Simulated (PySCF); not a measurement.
F₃Ti (SMILES [F][Ti+]([F])[F]), charge +1, singlet, geometry from GFN2-xTB (such geometries of metal compounds can be far from the true shape) (the multiplicity is a formal guess); PySCF with HF/STO-3G.

Here is a job for PySCF.
```python
from pyscf import gto, scf

mol = gto.M(
    atom='''
Ti   -0.084751    0.131995    0.303328
F    -1.231442   -0.973391   -0.233743
F     0.048766    1.322898   -0.875294
F     1.389845   -0.672161    0.367570
''',
    basis='sto-3g',
    charge=1,
    spin=0,
    verbose=4,
)

mf = scf.UHF(mol)
mf.kernel()
```

The log (banner, timings and long lists left out):

```
PySCF version 2.14.0

[INPUT] verbose = 4
[INPUT] num. atoms = 4
[INPUT] num. electrons = 48
[INPUT] charge = 1
[INPUT] spin (= nelec alpha-beta = 2S) = 0
[INPUT] symmetry False subgroup None
[INPUT] Mole.unit = angstrom
[INPUT] Symbol           X                Y                Z      unit          X                Y                Z       unit  Magmom
[INPUT]  1 Ti    -0.084751000000   0.131995000000   0.303328000000 AA   -0.160156178783   0.249434399812   0.573206845912 Bohr   0.0
[INPUT]  2 F     -1.231442000000  -0.973391000000  -0.233743000000 AA   -2.327088118287  -1.839442402117  -0.441710253534 Bohr   0.0
[INPUT]  3 F      0.048766000000   1.322898000000  -0.875294000000 AA    0.092154384191   2.499914910735  -1.654065938475 Bohr   0.0
[INPUT]  4 F      1.389845000000  -0.672161000000   0.367570000000 AA    2.626426405596  -1.270200201614   0.694606631606 Bohr   0.0

nuclear repulsion = 234.525362420705
number of shells = 17
number of NR pGTOs = 99
number of NR cGTOs = 33
basis = sto-3g
ecp = {}

******** <class 'pyscf.scf.uhf.UHF'> ********
method = UHF
initial guess = minao
damping factor = 0
level_shift factor = 0
DIIS = <class 'pyscf.scf.diis.CDIIS'>
diis_start_cycle = 1
diis_space = 8
diis_damp = 0
SCF conv_tol = 1e-09
SCF conv_tol_grad = None
SCF max_cycles = 50
direct_scf = True
direct_scf_tol = 1e-13
number electrons alpha = 24  beta = 24
Set gradient conv threshold to 3.16228e-05
init E= -1132.28280057008
cycle= 1 E= -1133.69613906228  delta_E= -1.41  |g|= 0.624  |ddm|= 2.21
cycle= 2 E= -1133.84937582266  delta_E= -0.153  |g|= 0.539  |ddm|= 1.37
cycle= 3 E= -1134.00863224976  delta_E= -0.159  |g|= 0.0163  |ddm|= 0.533
cycle= 4 E= -1134.00897950172  delta_E= -0.000347  |g|= 0.00478  |ddm|= 0.0348
cycle= 5 E= -1134.00903176981  delta_E= -5.23e-05  |g|= 0.00231  |ddm|= 0.0136
cycle= 6 E= -1134.00904847643  delta_E= -1.67e-05  |g|= 0.000845  |ddm|= 0.00958
cycle= 7 E= -1134.00905094294  delta_E= -2.47e-06  |g|= 0.000274  |ddm|= 0.00399
cycle= 8 E= -1134.00905117803  delta_E= -2.35e-07  |g|= 6.68e-05  |ddm|= 0.00133
cycle= 9 E= -1134.0090511892  delta_E= -1.12e-08  |g|= 1.56e-05  |ddm|= 0.000263
cycle= 10 E= -1134.00905118981  delta_E= -6.1e-10  |g|= 4.21e-06  |ddm|= 5.52e-05
Extra cycle  E= -1134.00905118984  delta_E= -3.23e-11  |g|= 2.39e-06  |ddm|= 8.12e-06
converged SCF energy = -1134.00905118984  <S^2> = 9.2178709e-11  2S+1 = 1
```
